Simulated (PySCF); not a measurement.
Relaxation of doublet Au3

Computed with PySCF, UPBE0, basis Au def2-TZVP with ECP60 (scalar-relativistic core potentials, no spin–orbit coupling, density fitting). A (50,194) grid was used.

A hand-made obtuse triangle start, of C2v symmetry, held to at least that symmetry:

```xyz
3
charge 0 multiplicity 2, angstrom
Au    0.0000   -0.9920    0.0000
Au    1.9344    0.4960    0.0000
Au   -1.9344    0.4960    0.0000
```

Optimiser trace:
| step | E − E(last) (kJ/mol) | largest gradient (Eh/bohr) |
| --- | --- | --- |
| 0 | 24.13 | 0.03573 |
| 1 | 8.00 | 0.01121 |
| 2 | 4.68 | 0.00403 |
| 3 | 3.74 | 0.00292 |
| 4 | 2.85 | 0.00561 |
| 5 | 1.88 | 0.00669 |
| 6 | 1.01 | 0.00530 |
| 7 | 0.14 | 0.00159 |
| 8 | 0.02 | 0.00025 |
| 9 | 0.00 | 0.00006 |

It ends at C2v with Au–Au 2.574 Å (×2); Au–Au–Au 133.6° (after a last refinement on a finer grid). A frequency run shows a minimum. Other isomers or separated fragments may lie lower.

Other spin states or occupations of the open shell can lie lower. Spin–orbit coupling, left out here, can matter for elements this heavy.
